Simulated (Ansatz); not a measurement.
Consider the cleavage of the Si–Ge bond: `[CH3][Ge]([F])([SiH3])[Cl]` + `[OH][GeH2][O][SiH3]` → `[SiH3][O][GeH2][O][SiH3]` + `[CH3][GeH]([F])[Cl]`.

Calculated with Ansatz (gas phase, PBE0-D4/def2-TZVP geometries, no zero-point term in ΔE). CCSD(T)/CBS is the MP2 limit (def2-TZVPP, def2-QZVPP) plus CCSD(T) − MP2 in def2-TZVPP, frozen cores. Functionals use def2-TZVPP. For Ge outer-core shells are correlated without core-valence functions, which leaves a few kJ/mol of doubt a bond. Scalar relativity is left out up to krypton. Each species was taken in one conformer, which may not be the lowest.

```csv
level,ΔE (kJ/mol)
PBE0-D4,-67.9
HF/def2-TZVPP,-109.7
MP2/def2-TZVPP,-88.2
CCSD(T)/def2-TZVPP,-84.0
```

(1) What does CCSD(T)/CBS give? (An estimate is asked.)

Largest T1 diagnostic among the species: 0.012.

## Answers

(1) The calculation gave: -82.7 kJ/mol. The listed levels differ from it by 14.8, -27.0, -5.5, -1.3 kJ/mol.

In def2-TZVPP, CCSD(T) changes the Hartree–Fock value by +25.7 kJ/mol (the triples alone add +3.5 kJ/mol) and MP2 by +21.5 kJ/mol. From PBE to PBE0 (25 % exact exchange), in def2-TZVPP and without D4, ΔE moves by −10.3 kJ/mol.
